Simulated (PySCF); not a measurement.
B3LYP has the VWN-RPA correlation part, as in Gaussian. Excitations are Tamm–Dancoff values on a coarser integration grid. The basis has no diffuse functions, so Rydberg states are missing or too high.

Z-matrix (Å, degrees):
```
C
H 1 1.0898
H 1 1.0922 2 109.96
H 1 1.0937 2 109.64 3 -120.21
O 1 1.4298 2 105.93 4 -119.62
S 5 1.6610 1 114.87 2 -174.16
H 6 1.3540 5 98.70 1 -82.05
```
Charge 0, spin multiplicity 1.

### Question
Estimate the HOMO, dipole moment, S1–T1 gap (TDA), S1 oscillator strength and HOMO–LUMO gap that B3LYP-D3(BJ)/def2-TZVP run with PySCF returns for this input.

### Answer

| Property | Result |
|---|---|
| HOMO | -6.72 eV |
| dipole moment | 1.74 D |
| S1–T1 gap (TDA) | 0.87 eV |
| S1 oscillator strength | 0.002 |
| HOMO–LUMO gap | 5.89 eV |
